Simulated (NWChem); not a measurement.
## Basis-set dependence for C2H2N2O

SMILES: c1nnco1
```xyz
7

C      1.0562     0.0000    -0.2714
N      0.6974     0.0000     0.9792
N     -0.6974     0.0000     0.9792
C     -1.0562     0.0000    -0.2714
O      0.0000     0.0000    -1.1327
H      2.0667     0.0000    -0.6954
H     -2.0667     0.0000    -0.6954
```
Charge 0, spin multiplicity 1.

All runs are NWChem calculations. Structure: optimised with PBE/def2-SVP, a minimum by its harmonic frequencies.

Hartree-Fock energies in Ha, correlation energies in mHa.

The correlated methods keep 5 core orbitals frozen. The structure started from a generated list of species. Coupled-cluster values serve here as a point of comparison, not as the truth.

```
basis    functions         RHF     MP2  SCS-MP2    CCSD  CCSD+T(CCSD)  CCSD(T)  CR-CCSD[T]  CR-CCSD(T)
-------  ---------  ----------  ------  -------  ------  ------------  -------  ----------  ----------
STO-3G          27  -257.25758  -290.9   -292.5  -330.8        -342.3   -341.3      -339.4      -338.7
cc-pVDZ         80  -260.62940  -765.1   -736.7  -779.6        -813.7   -812.1      -803.4      -802.2
```

From STO-3G to cc-pVDZ the Hartree-Fock energy moves by -3371.8 mHa and the MP2 correlation energy by -474.2 mHa, which is 62 % of its value in the larger set.
